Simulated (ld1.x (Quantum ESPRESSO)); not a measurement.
Varying the ultrasoft potential for krypton

Base potential:

- Element: Kr
- Generator: ld1.x (Quantum ESPRESSO) 7.5
- Type: ultrasoft
- Functional: LDA (PZ)
- Relativity: scalar-relativistic
- Frozen core: [Ar] 3d10
- Valence charge: 8
- Reference configuration: 4s2 4p5.75 (charge +0.25)
- Partial waves: 4s (bound): rcut 1.25, rcutus 1.40 bohr; 4s channel at -0.45 Ry: rcut 1.25, rcutus 1.40 bohr; 4p (bound): rcut 1.45, rcutus 1.55 bohr; 4p channel at -0.1 Ry: rcut 1.45, rcutus 1.55 bohr; 4d channel at 0.35 Ry: rcut 1.35, rcutus 1.45 bohr; 4d channel at 2.85 Ry: rcut 1.35, rcutus 1.45 bohr
- Local potential: all-electron potential smoothed inside 1.15 bohr (lloc = -2)
- Core correction: none
- Augmentation charge: PSQ, inside the norm-conserving radii

All-electron outer shells of the reference configuration (LDA (PZ), scalar-relativistic, ld1.x):

```
shell  level (eV)  outermost node (bohr)  outermost maximum (bohr)
   3d      -84.51                      –                      0.41
   4s      -25.83                   0.64                      1.34
   4p      -11.85                   0.67                      1.54
```

Cutoffs, loose and tight: the cutoffs (Ry, on a coarse ladder) from which the occupation-weighted sum of valence levels, in a spherical-Bessel basis at the reference potential, stays within 10 and 1 mRy of its value at 400 Ry. They do not see the model core or the augmentation charge, which bear on the density cutoff. Test errors are all-electron minus pseudo excitation energies from the reference, over the configurations 4s2 4p6; 4s2 4p5; 4s2 4p4; 4s2 4p5.5; 4s2 4p3; 4s2 4p2; 4s1 4p6 (two spin-polarised tests are not counted in the largest error). A dash means not determined; rows that change the core or the reference have their own tests.

```tsv
change	outcome	cutoff, loose	cutoff, tight	bound ghosts	largest test error (meV)
base	generated	21 Ry	40 Ry	none	-15
reference 4s2 4p5.5; removed wave 4d channel at 2.85 Ry: rcut 1.35, rcutus 1.45 bohr	generated	21 Ry	40 Ry	none	-14
augmentation built from norm-conserving waves at rcut, not smoothed further	generated	21 Ry	40 Ry	none	+105
functional PBE; removed wave 4d channel at 2.85 Ry: rcut 1.35, rcutus 1.45 bohr	generated	21 Ry	40 Ry	none	-169
waves 4d channel at 0.35 Ry: rcut 1.35, rcutus 1.46 bohr; 4d channel at 2.85 Ry: rcut 1.35, rcutus 1.46 bohr	generated	21 Ry	40 Ry	none	-15
wave 4d channel at 0.35 Ry: rcut 1.35, rcutus 1.45 bohr becomes 4d channel at 1.16 Ry: rcut 1.35, rcutus 1.45 bohr	generated	21 Ry	40 Ry	none	-15
type RRKJ; waves now 4s (bound): rc 1.40 bohr; 4p (bound): rc 1.55 bohr; 4d channel at 0.35 Ry: rc 1.45 bohr; local potential all-electron potential smoothed inside 1.40 bohr (lloc = -1)	failed: compute_phi: phi has nodes before r_c	–	–	–	–
local potential all-electron potential smoothed inside 1.20 bohr (lloc = -1)	generated	21 Ry	40 Ry	none	-15
all radii scaled by about 1.10 (s 1.54, p 1.70, d 1.60 bohr, rcut 1.38/1.60/1.48); local potential all-electron potential smoothed inside 1.26 bohr (lloc = -2)	generated	21 Ry	30 Ry	none	-14
local potential all-electron potential smoothed inside 1.22 bohr (lloc = -2)	generated	21 Ry	40 Ry	none	-15
```

Question: What comes out with this change to the base: waves 4p (bound): rcut 1.18, rcutus 1.26 bohr; 4p channel at -0.1 Ry: rcut 1.18, rcutus 1.26 bohr?

Answer: outcome: generated; cutoff, loose: 35 Ry; cutoff, tight: 70 Ry; bound ghosts: none; largest test error (meV): -27.

Question: What comes out with this change to the base: core correction a·sin(br)/r model core inside 0.62 bohr?

Answer: outcome: generated; cutoff, loose: 21 Ry; cutoff, tight: 40 Ry; bound ghosts: none; largest test error (meV): -208.

Question: What comes out with this change to the base: waves 4s (bound): rcut 0.98, rcutus 1.04 bohr; 4s channel at -0.45 Ry: rcut 0.98, rcutus 1.04 bohr?

Answer: outcome: failed: chargeps: negative rho. Cause: the pseudo-density turned negative during the self-consistent test, most likely because a state had been found with a wrong node count and its wave set to zero before.
